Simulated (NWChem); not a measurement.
Species: C4H3Br; SMILES C#C/C=C\Br

```xyz
8

C      1.1523    -2.6704     0.0000
C      0.1244    -2.0246     0.0000
C     -1.0979    -1.3067     0.0000
C     -1.2379     0.0286     0.0000
Br     0.1817     1.2384     0.0000
H      2.0687    -3.2318     0.0000
H     -2.0223    -1.8965     0.0000
H     -2.2208     0.5028     0.0000
```
Atoms are numbered in this order, from 1.

Coordinates come from a PBE0/def2-SVP optimisation.

Spin-orbit effects, on the heavy nuclei and on their neighbours, are missing.

Question: Give the principal values of the shielding tensors (ppm) of C1, C2, C3, C4, Br5 from BHandHLYP/pcSseg-1, GIAO (NWChem), with their diamagnetic and paramagnetic parts as GIAO splits them.

Answer: 
```json
[
 {"atom": "C1", "σ11": "27.2", "σ22": "40.6", "σ33": "187.8", "isotropic": "85.2", "diamagnetic": "258.9", "paramagnetic": "-173.7"},
 {"atom": "C2", "σ11": "4.2", "σ22": "8.4", "σ33": "310.2", "isotropic": "107.6", "diamagnetic": "254.5", "paramagnetic": "-146.9"},
 {"atom": "C3", "σ11": "-61.2", "σ22": "86.0", "σ33": "150.4", "isotropic": "58.4", "diamagnetic": "255.5", "paramagnetic": "-197.1"},
 {"atom": "C4", "σ11": "-81.3", "σ22": "58.7", "σ33": "135.0", "isotropic": "37.4", "diamagnetic": "253.8", "paramagnetic": "-216.3"},
 {"atom": "Br5", "σ11": "1501.0", "σ22": "2101.2", "σ33": "2749.3", "isotropic": "2117.2", "diamagnetic": "3121.2", "paramagnetic": "-1004.0"}
]
```
